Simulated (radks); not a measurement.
The numbers below are computed, except where a source is named.
Question: These are the eigenvalues of the occupied orbitals of an atom or ion with whole-number occupations (Ry). Code: a radial shooting solver on a logarithmic mesh with Libxc functionals. Model: Dirac Kohn-Sham, PBE, spin-unpolarised, spherical densities, finite nucleus; Fermi nuclear charge, rms radius of each element as measured or else 0.836 A^(1/3) + 0.57 fm.

1s1/2: -231.5836
2s1/2: -24.03157
2p1/2: -19.21656
2p3/2: -19.05191
3s1/2: -3.71522
3p1/2: -2.61427
3p3/2: -2.59790

Which element is it, and in what charge state? The configuration may be excited. Open shells, if any, are shared by 2j + 1.

Answer: Z = 18, argon, charge +2: Ar2+ in [Ne] 3s2 3p4. The list shows which subshells hold electrons but not how many an open one holds; the 1s level, -115.79 hartree, gives Z - s = 15.2 by -(Z - s)^2/2, which with screening and relativity narrows Z to a few neighbours, and the depths of the outer levels then fix element, charge and occupations together.
